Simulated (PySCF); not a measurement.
**Magnetisability: C4H8AlFO**

Geometry (Å), atoms numbered from 1 in this order:
```xyz
15

C    -0.9973    1.7210   -1.1538
C    -0.1992    1.0652   -0.3335
O    -0.6300   -0.0968    0.4069
C    -1.9414   -0.5994    0.2901
Al    1.1967    0.2573    0.8062
C     2.4816   -1.0645    0.0771
F     1.2911    0.8545    2.3479
H    -2.0294    1.4626   -1.3469
H    -0.6210    2.5796   -1.6801
H    -2.0165   -1.4640    0.9476
H    -2.1426   -0.9056   -0.7404
H    -2.6696    0.1561    0.5972
H     2.0632   -1.6413   -0.7484
H     2.8519   -1.7716    0.8221
H     3.3582   -0.5449   -0.3138
```

Computed with PySCF, GIAO B3LYP/pcSseg-1 magnetisability, rotational g tensor and spin-rotation constants, non-relativistic, gas phase. Geometry: GFN2-xTB.

The bonding changed while the geometry was optimised; results refer to the coordinates, not to the name.

**Question.** What are the magnetisability and the molar susceptibility?

**Answer.** Isotropic -1195 × 10⁻³⁰ J/T², or -72.0 × 10⁻⁶ cm³/mol; principal values -1285, -1195, -1105 × 10⁻³⁰ J/T², anisotropy 156 × 10⁻³⁰ J/T² (root of half the summed squared differences of the principal values). The susceptibility is in cgs units.

**Question.** Split it along the inertial axes a, b, c into diamagnetic and paramagnetic parts about the centre of mass, with the quadrupole moment.

**Answer.** 
| axis | χ (10⁻⁶ cm³/mol) | diamagnetic (10⁻⁶ cm³/mol) | paramagnetic (10⁻⁶ cm³/mol) | summed x² of all electrons (Å²) | quadrupole Θ (D Å) |
| --- | --- | --- | --- | --- | --- |
| a | -70.2 | -519.8 | 449.6 | 171.0 | +3.71 |
| b | -77.3 | -979.1 | 901.8 | 62.8 | -10.32 |
| c | -68.4 | -992.0 | 923.5 | 59.7 | +6.60 |

Anisotropies 2χaa − χbb − χcc = +5.4 and 2χbb − χaa − χcc = -16.1 × 10⁻⁶ cm³/mol. Θ is traceless in Buckingham's convention.

**Question.** And the rotational g tensor?

**Answer.** 
```tsv
axis	rotational constant (GHz)	g	nuclear part	electronic part
a	2.8979	-0.0233	0.5888	-0.6121
b	1.3856	-0.0011	0.5859	-0.5870
c	1.3563	-0.0131	0.5754	-0.5885
```
Asymmetric top; isotopes 27Al, 12C, 19F, 1H, 16O; no vibrational averaging.
